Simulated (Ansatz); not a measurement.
A nudged elastic band was laid between two geometries of H2S + H4OSn (9 atoms, charge 0, multiplicity 1).

Theory: RKS PBE/def2-SVP in Ansatz 0.2.0.

```json
{"movable images": "7", "climbing image": "yes", "spring": "5.0 eV/Å²", "optimiser": "quadratic models (default)", "start path": "through a guess of the saddle point", "force threshold": "0.05 eV/Å", "iteration limit": "60", "end points": "relaxed"}
```

First end point:

```xyz
9
Properties=species:S:1:pos:R:3
Sn -0.131 0.213 -0.111
O 0.022 -0.067 1.905
H -0.859 -0.038 2.326
H 1.490 0.495 -0.592
H -1.126 1.618 -0.315
H -0.862 -1.174 -0.835
S 1.737 -2.746 1.382
H 0.611 -3.493 1.221
H 1.018 -1.700 1.931
```

Last end point:

```xyz
9
Properties=species:S:1:pos:R:3
Sn 0.395 -0.266 -0.353
O -0.661 -0.281 2.596
H -1.400 -0.917 2.553
H 1.054 -0.391 -1.956
H 0.613 1.322 0.255
H -1.229 -0.844 -0.386
S 1.791 -1.750 1.065
H 1.212 -2.888 0.585
H 0.125 -0.875 2.551
```

(1) What changes between the two ends?

(2) Give the energies along the band, and the barrier.

(3) What is the geometry of the highest image?

The band took 24 iterations and of the order of 7 core-minutes.

## Answers

(1) Bonds broken: Sn1–O2, S7–H9. Bonds formed: Sn1–S7, O2–H9. H2S + H4OSn becomes H2O + H4SSn.

(2) The run converged. The highest image is number 3 of 0 to 8, 0.279 eV above the first end and 0.786 eV above the last; the last end lies 0.508 eV below the first. The profile has 2 maxima (images 3, 6) with wells between them (image 5): this band takes more than one step, which may be the mechanism or a detour left from its start path. A vibrational analysis at the climbing image gives one clearly imaginary mode, 623i cm⁻¹: a first-order saddle point. The orbitals stay closed-shell, which can raise the energy where a bond breaks towards radicals; this wasn't checked here.

```tsv
image	path coordinate (Å)	energy (eV)	Sn1–O2 (Å)	S7–H9 (Å)	Sn1–S7 (Å)
0	0.00	0.000	2.04	1.38	3.80
1	0.40	0.017	2.05	1.39	3.54
2	0.80	0.128	2.08	1.44	3.22
3	1.20	0.279	2.17	1.63	2.98
4	2.45	-0.235	2.78	2.18	2.54
5	3.70	-0.399	3.71	2.46	2.47
6	4.95	-0.382	3.65	2.43	2.48
7	6.20	-0.453	3.35	2.40	2.48
8	7.45	-0.508	3.13	2.40	2.48
```

(3) 
```xyz
9
Properties=species:S:1:pos:R:3
Sn 0.065 -0.118 -0.123
O 0.129 -0.140 2.042
H -0.743 -0.124 2.489
H 1.585 0.387 -0.740
H -1.006 1.267 -0.077
H -0.821 -1.373 -0.914
S 1.528 -2.369 1.163
H 0.440 -3.183 1.058
H 0.722 -1.237 2.014
```

The run took 3.4 min on 2 threads of Arm Neoverse V2, with other jobs on the host, peak memory 0.13 GiB.
